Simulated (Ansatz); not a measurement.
## Abstraction of Br: CHBr2I + SnH3 → CHBrI + SnH3Br

Species: CHBr2I (dibromoiodomethane) `BrC(Br)I`, singlet; SnH3 `[SnH3]`, doublet; CHBrI `Br[CH]I`, doublet; SnH3Br `[Br][SnH3]`, singlet. A radical takes Br: the energy is the difference in strength between the C–Br bond broken and the Sn–Br bond made.

Shapes, held fixed at every level: PBE0-D4/def2-TZVP. Programs: Ansatz 0.2.0. The zero-point and thermal change to 298 K, harmonic and unscaled (PBE0-D4/def2-TZVP), is -1.0 kJ/mol.

| level | kind | ΔH(298 K) (kJ/mol) | less CCSD(T)/def2-TZVPP |
| --- | --- | --- | --- |
| HF/def2-TZVPP | Hartree–Fock | -136.3 | -51.9 |
| PBE-D4/def2-TZVPP | GGA | -81.7 | +2.7 |
| BHLYP-D4/def2-TZVPP | global hybrid | -104.6 | -20.2 |
| r2SCAN0-D4/def2-TZVPP | global hybrid | -104.3 | -19.9 |
| MP2/def2-TZVPP | perturbation theory | -65.9 | +18.5 |
| CCSD(T)/def2-SVP | coupled cluster or CI | -86.7 | -2.3 |
| CCSD/def2-TZVPP | coupled cluster or CI | -91.2 | -6.8 |
| CCSD(T)/def2-TZVPP | coupled cluster or CI | -84.4 | 0.0 |

The highest level, CCSD(T)/def2-TZVPP, gives ΔH(298 K) = -84.4 kJ/mol; the levels span -136.3 to -65.9. The column of differences is taken from that level and isn't an error. No measured value is set beside it here. Open shells run unrestricted unless RO is named. For atoms past krypton def2 sets carry core potentials with scalar relativity. Relativity is left out for Br unless named. Correlated rows may include outer-core shells of Br, I, Sn, which these sets cover unevenly.
